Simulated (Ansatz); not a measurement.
Consider the cleavage of the B–Si bond: `CB([SiH3])S` + HBr → `CB(S)Br` + SiH₄.

Gas-phase electronic energies from Ansatz, PBE0-D4/def2-TZVP geometries. CCSD(T)/CBS adds triple-zeta CCSD(T) − MP2 to the extrapolated MP2 energy (def2 sets, frozen cores). This one scheme is used for every species. Functionals use def2-TZVPP. HSE06 is defined as in plane-wave codes. For Br outer-core shells are correlated without core-valence functions, which leaves a few kJ/mol of doubt a bond. Scalar relativity is left out up to krypton. One conformer a species, not always the lowest.

`CB([SiH3])S`:

Z-matrix (Å, degrees):
```
C
B 1 1.563
H 1 1.096 2 110.0
H 1 1.096 2 109.9 3 -115.4
H 1 1.093 2 114.7 3 122.4
Si 2 2.023 1 121.4 3 57.2
S 2 1.776 1 123.6 3 -122.8
H 6 1.492 2 109.9 1 -59.0
H 6 1.488 2 113.3 1 179.9
H 6 1.492 2 109.9 1 58.7
H 7 1.349 2 99.9 1 0.1
```

HBr:

Cartesian coordinates in Å:
```
Br -0.409 -0.572 -0.097
H 0.409 0.572 0.097
```

`CB(S)Br`:

Z-matrix (Å, degrees):
```
C
B 1 1.556
H 1 1.091 2 114.0
H 1 1.095 2 109.8 3 122.0
H 1 1.095 2 109.8 3 -122.0
S 2 1.785 1 126.2 3 0.0
Br 2 1.930 1 119.2 3 -180.0
H 6 1.345 2 96.9 1 0.0
```

SiH₄:

```xyz
5

Si    0.000    0.000    0.000
H    -0.086    1.346   -0.620
H     1.383   -0.234    0.486
H    -0.352   -1.032   -1.007
H    -0.946   -0.080    1.142
```

Is it downhill or uphill in electronic energy at CCSD(T)/CBS, and by how much? (Best estimate.)

Computed: Downhill: ΔE = -94.2 kJ/mol.

What do these levels give: LDA (SPW92), revPBE, r2SCANh, HSE06, HF/CBS(def2), MP2/CBS(def2)? (Estimate.)

The calculation gave: LDA (SPW92) -83.5, revPBE -84.7, r2SCANh -93.1, HSE06 -88.2, HF/CBS(def2) -103.2, MP2/CBS(def2) -104.7 kJ/mol.

Largest T1 diagnostic among the species: 0.014.

From BLYP to BHLYP (50 % exact exchange), in def2-TZVPP and without D4, ΔE moves by −7.5 kJ/mol. Leaving LDA and LC-ωPBE aside and taking each functional with its dispersion term where it has one, the values, not all of them listed here, spread over 12.9 kJ/mol, from B2PLYP to PBE-D4.
